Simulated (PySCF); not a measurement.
Working out the ionisation energy of V²⁺

V²⁺ [Ar] 3d3 (4F) → V³⁺ [Ar] 3d2 (3F). All numbers are calculated (PySCF 2.14, no relativity, point nucleus, in 6-31G* (5s4p2d1f, 34 functions)). Frozen: [Ar]. Energies in hartree (1 hartree = 27.21139 eV):

```csv
part,V²⁺ (lower),V³⁺ (upper)
UHF,-942.087615,-941.038143
MP2 opposite-spin,0.000000,0.000000
MP2 same-spin,-0.011751,-0.002259
```

Problem. What does Hartree-Fock give?

Solution. (-941.038143) − (-942.087615) = 1.049472 hartree = 28.558 eV.

Problem. What do MP2 and SCS-MP2 (6/5 opposite-spin, 1/3 same-spin) give?

Solution. The opposite-spin parts differ by 0.000 eV and the same-spin parts by 0.258 eV. MP2: 28.558 + (0.000) + (0.258) = 28.816 eV. SCS-MP2: 28.558 + 1.2 × (0.000) + (0.258)/3 = 28.644 eV.

Reference: 29.311 eV (measured; NIST Atomic Spectra Database, ionization energies), between the lowest levels; spin-orbit coupling is absent from the calculation.

The calculation is non-relativistic.

What remains against the reference includes basis incompleteness, the frozen core and correlation beyond second order.
